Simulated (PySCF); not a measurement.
PySCF input file for C2H6Al, SMILES [CH3][Al][CH3], multiplicity 2, B3LYP-D3(BJ)/def2-TZVP. Coordinates come from a B3LYP-D3(BJ)/def2-TZVP optimisation. The multiplicity is an assumed one; other spin states were not compared. The isomer is the one that the SMILES or the coordinates give; other isomers of the formula were not compared.

```python
import numpy as np
from pyscf import gto, scf, dft, df
from pyscf.hessian import thermo

mol = gto.M(
    atom='''
    Al    0.00000000   -0.00000000   -0.64564035
    C     1.68613248    0.00000000    0.38951319
    H     2.58943304    0.00000000   -0.22082008
    H     1.71344920    0.88135898    1.04020161
    H     1.71344920   -0.88135899    1.04020161
    C    -1.68613249   -0.00000000    0.38951319
    H    -1.71344920   -0.88135899    1.04020161
    H    -1.71344920    0.88135899    1.04020161
    H    -2.58943303    0.00000000   -0.22082008
    ''',
    basis='def2-TZVP',
    charge=0,
    spin=1,
    max_memory=1600,
    verbose=3,
)
mf = dft.UKS(mol, xc='b3lyp').density_fit(auxbasis='def2-universal-jkfit')
mf.disp = 'd3bj'
mf.grids.level = 3
mf.conv_tol = 1e-11
mf.max_cycle = 100
mf.kernel()
fine, coarse = mf.grids, dft.Grids(mol).set(level=1).build(with_non0tab=True)
for _ in range(3):  # follow internal instabilities
    mf.grids = coarse
    mo, _, stable, _ = mf.stability(return_status=True, nroots=4)
    mf.grids = fine
    if stable:
        break
    mf.kernel(mf.make_rdm1(mo, mf.mo_occ))

# [left out here: the lines that compute and print the analytic Hessian (its translational invariance restored by hand, since the grid's response is missing), thermochemistry and intensities]
```

Log of the run:

```

WARN: HOMO -0.150093698094999 >= LUMO -0.150093698094999

converged SCF energy = -322.292792341701  <S^2> = 0.75161447  2S+1 = 2.0016138
<class 'pyscf.df.df_jk.DFUKS'> wavefunction is stable in the internal stability analysis

WARN: DFTD3 does not support analytical Hessian, using finite difference


WARN: Mole.unit (angstrom) is changed to Bohr

Mode                                 0                   1                   2
Irrep
Freq [cm^-1]                       50.3441             76.0143            167.4026
Reduced mass [au]                   1.0151              1.2104              2.5249
Force const [Dyne/A]                0.0015              0.0041              0.0417
Char temp [K]                      72.4340            109.3676            240.8551
Normal mode                   x     y     z       x     y     z       x     y     z
       0  Al                 0.00  0.00  0.00   -0.00  0.06  0.00   -0.00  0.00 -0.09
       1   C                 0.00  0.02 -0.00    0.00 -0.06  0.00   -0.11  0.00  0.07
       2   H                -0.00 -0.35 -0.00   -0.00 -0.41 -0.00    0.00 -0.00  0.24
       3   H                 0.16  0.24 -0.31    0.20  0.12 -0.25   -0.23 -0.00  0.08
       4   H                -0.16  0.24  0.31   -0.20  0.12  0.25   -0.23  0.00  0.08
       5   C                -0.00 -0.02 -0.00   -0.00 -0.06 -0.00    0.11 -0.00  0.07
       6   H                -0.16 -0.24 -0.31    0.20  0.12  0.25    0.23  0.00  0.08
       7   H                 0.16 -0.24  0.31   -0.20  0.12 -0.25    0.23 -0.00  0.08
       8   H                 0.00  0.35 -0.00   -0.00 -0.42  0.00   -0.00  0.00  0.24
Mode                                 3                   4                   5
Irrep
Freq [cm^-1]                      534.0158            547.1314            548.2373
Reduced mass [au]                   1.1811              1.1576              4.4182
Force const [Dyne/A]                0.1984              0.2042              0.7824
Char temp [K]                     768.3298            787.2002            788.7914
Normal mode                   x     y     z       x     y     z       x     y     z
       0  Al                 0.00  0.03 -0.00   -0.00  0.00  0.00    0.00 -0.00 -0.09
       1   C                 0.00 -0.07  0.00   -0.00 -0.08 -0.00    0.14 -0.00  0.08
       2   H                -0.00  0.20 -0.00   -0.00  0.20 -0.00    0.18  0.00  0.14
       3   H                -0.34  0.12 -0.23   -0.36  0.12 -0.23    0.10 -0.00  0.08
       4   H                 0.35  0.12  0.23    0.36  0.12  0.23    0.10  0.00  0.08
       5   C                -0.00 -0.07 -0.00    0.00  0.08 -0.00   -0.14  0.00  0.08
       6   H                -0.35  0.12  0.23    0.36 -0.12 -0.23   -0.10  0.00  0.08
       7   H                 0.35  0.12 -0.23   -0.36 -0.12  0.23   -0.10 -0.00  0.08
       8   H                -0.00  0.20  0.00    0.00 -0.20 -0.00   -0.18 -0.00  0.14
Mode                                 6                   7                   8
Irrep
Freq [cm^-1]                      575.2553            660.4166            743.9314
Reduced mass [au]                   1.4015              3.0538              1.3769
Force const [Dyne/A]                0.2733              0.7847              0.4490
Char temp [K]                     827.6643            950.1925           1070.3517
Normal mode                   x     y     z       x     y     z       x     y     z
       0  Al                -0.06 -0.00  0.00   -0.12  0.00 -0.00    0.00  0.00 -0.05
       1   C                 0.02  0.00  0.09    0.12 -0.00  0.03   -0.05 -0.00  0.08
       2   H                -0.22 -0.00 -0.28    0.26  0.00  0.25   -0.31  0.00 -0.32
       3   H                 0.33  0.01  0.05   -0.05 -0.01  0.06    0.27  0.02  0.02
       4   H                 0.33 -0.01  0.05   -0.05  0.01  0.06    0.27 -0.02  0.02
       5   C                 0.02 -0.00 -0.09    0.12 -0.00 -0.03    0.05  0.00  0.08
       6   H                 0.33  0.01 -0.05   -0.05 -0.01 -0.06   -0.27 -0.02  0.02
       7   H                 0.33 -0.01 -0.05   -0.05  0.01 -0.06   -0.27  0.02  0.02
       8   H                -0.22  0.00  0.28    0.26  0.00 -0.25    0.31 -0.00 -0.32
Mode                                 9                  10                  11
Irrep
Freq [cm^-1]                     1195.8982           1207.2906           1434.0527
Reduced mass [au]                   1.2217              1.2028              1.0582
Force const [Dyne/A]                1.0294              1.0329              1.2822
Char temp [K]                    1720.6313           1737.0224           2063.2826
Normal mode                   x     y     z       x     y     z       x     y     z
       0  Al                 0.00 -0.00 -0.00    0.00  0.00  0.00   -0.00 -0.00  0.00
       1   C                -0.07  0.00 -0.05   -0.07  0.00 -0.05   -0.03 -0.00  0.04
       2   H                 0.20  0.00  0.31    0.20  0.00  0.31    0.11  0.00  0.22
       3   H                 0.30 -0.13  0.14    0.31 -0.14  0.15    0.13  0.27 -0.34
       4   H                 0.30  0.13  0.14    0.31  0.14  0.15    0.13 -0.27 -0.34
       5   C                -0.07  0.00  0.05    0.07 -0.00 -0.05   -0.03 -0.00 -0.04
       6   H                 0.30 -0.13 -0.14   -0.31  0.14  0.15    0.13  0.27  0.34
       7   H                 0.30  0.13 -0.14   -0.31 -0.14  0.15    0.13 -0.27  0.34
       8   H                 0.20 -0.00 -0.31   -0.20  0.00  0.31    0.11  0.00 -0.22
Mode                                12                  13                  14
Irrep
Freq [cm^-1]                     1441.1108           1446.6288           1458.5986
Reduced mass [au]                   1.0532              1.0629              1.0572
Force const [Dyne/A]                1.2888              1.3106              1.3251
Char temp [K]                    2073.4376           2081.3768           2098.5986
Normal mode                   x     y     z       x     y     z       x     y     z
       0  Al                -0.00 -0.00  0.00   -0.00 -0.00 -0.00    0.00 -0.00 -0.00
       1   C                -0.03 -0.00  0.03    0.00 -0.05 -0.00    0.00 -0.05 -0.00
       2   H                 0.12  0.00  0.23   -0.00  0.51 -0.00   -0.00  0.51 -0.00
       3   H                 0.12  0.27 -0.34    0.29  0.05 -0.12    0.30  0.04 -0.11
       4   H                 0.12 -0.27 -0.34   -0.29  0.05  0.12   -0.30  0.04  0.11
       5   C                 0.03  0.00  0.03   -0.00  0.05 -0.00    0.00 -0.05  0.00
       6   H                -0.12 -0.27 -0.34   -0.29 -0.05 -0.12    0.30  0.04  0.11
       7   H                -0.12  0.27 -0.34    0.29 -0.05  0.12   -0.30  0.04 -0.11
       8   H                -0.12 -0.00  0.23    0.00 -0.51 -0.00   -0.00  0.51  0.00
Mode                                15                  16                  17
Irrep
Freq [cm^-1]                     2998.0401           3000.7042           3059.2121
Reduced mass [au]                   1.0365              1.0364              1.0978
Force const [Dyne/A]                5.4891              5.4985              6.0534
Char temp [K]                    4313.5122           4317.3452           4401.5251
Normal mode                   x     y     z       x     y     z       x     y     z
       0  Al                -0.00 -0.00  0.00   -0.00 -0.00 -0.00   -0.00 -0.00  0.00
       1   C                 0.02  0.00  0.03   -0.02 -0.00 -0.03   -0.00  0.06  0.00
       2   H                -0.20  0.00  0.16    0.20 -0.00 -0.16    0.00  0.02 -0.00
       3   H                -0.00 -0.38 -0.26    0.00  0.37  0.26   -0.01 -0.38 -0.29
       4   H                -0.00  0.38 -0.26    0.00 -0.37  0.26    0.01 -0.38  0.29
       5   C                 0.02  0.00 -0.03    0.02 -0.00 -0.03    0.00 -0.06 -0.00
       6   H                -0.00 -0.37  0.26   -0.00 -0.37  0.26    0.01  0.38 -0.29
       7   H                -0.00  0.37  0.26   -0.00  0.37  0.26   -0.01  0.38  0.29
       8   H                -0.20  0.00 -0.15   -0.20  0.00 -0.16   -0.00 -0.02 -0.00
Mode                                18                  19                  20
Irrep
Freq [cm^-1]                     3061.6436           3106.9116           3106.9969
Reduced mass [au]                   1.0978              1.0968              1.0967
Force const [Dyne/A]                6.0628              6.2378              6.2376
Char temp [K]                    4405.0235           4470.1540           4470.2767
Normal mode                   x     y     z       x     y     z       x     y     z
       0  Al                -0.00 -0.00  0.00    0.00  0.00  0.00   -0.00  0.00  0.00
       1   C                -0.00 -0.06  0.00   -0.04  0.00  0.04   -0.04  0.00  0.05
       2   H                 0.00 -0.02 -0.00    0.49  0.00 -0.33    0.55  0.00 -0.38
       3   H                 0.01  0.38  0.29   -0.01 -0.13 -0.09   -0.02 -0.14 -0.10
       4   H                -0.01  0.38 -0.29   -0.01  0.13 -0.09   -0.02  0.14 -0.10
       5   C                 0.00 -0.06 -0.00    0.04  0.00  0.05   -0.04  0.00 -0.04
       6   H                 0.01  0.38 -0.29    0.02  0.15 -0.10   -0.01 -0.13  0.08
       7   H                -0.01  0.38  0.29    0.02 -0.15 -0.10   -0.01  0.13  0.08
       8   H                -0.00 -0.02 -0.00   -0.55  0.00 -0.37    0.49  0.00  0.33
temperature 298.1500 [K]
pressure 101325.00 [Pa]
Rotational constants [GHz] 22.80728 5.22179 4.48519
Symmetry number 2
Zero-point energy (ZPE) 0.06930 [Eh]   181951.032 [J/mol]
                           tot       elec      trans        rot        vib
Entropy [J/mol/K]       318.589      5.763    159.181     94.289     59.356
Cv [J/mol/K]             78.499      0.000     12.472     12.472     53.555
Cp [J/mol/K]             86.813      0.000     20.786     12.472     53.555
Internal energy [J/mol]                      3718.434   3718.434 190535.706
Internal energy [Eh]   -322.21739  -322.29279
Enthalpy [J/mol]                             6197.391   3718.434 190535.706
Enthalpy [Eh]          -322.21644
Gibbs free energy [J/mol]                  -41262.357 -24393.749 172838.723
Gibbs free energy [Eh] -322.25262
mode   freq/cm-1   IR/(km/mol)
   1       50.34         0.000
   2       76.01         0.041
   3      167.40         3.941
   4      534.02         1.703
   5      547.13         0.000
   6      548.24        13.095
   7      575.26        10.401
   8      660.42        53.586
   9      743.93        66.983
  10     1195.90         8.888
  11     1207.29         6.414
  12     1434.05         4.061
  13     1441.11         1.775
  14     1446.63         0.000
  15     1458.60        11.786
  16     2998.04        10.718
  17     3000.70        14.270
  18     3059.21         0.000
  19     3061.64        27.145
  20     3106.91         7.822
  21     3107.00        12.663
max |gradient| / (hartree/bohr): 4.651808129362597e-05
APT charges: [ 0.5302 -0.2177  0.0055 -0.0264 -0.0264 -0.2177 -0.0264 -0.0264  0.0055]
```

Self-consistency was reached.

Cost: very roughly 4 core-minutes.
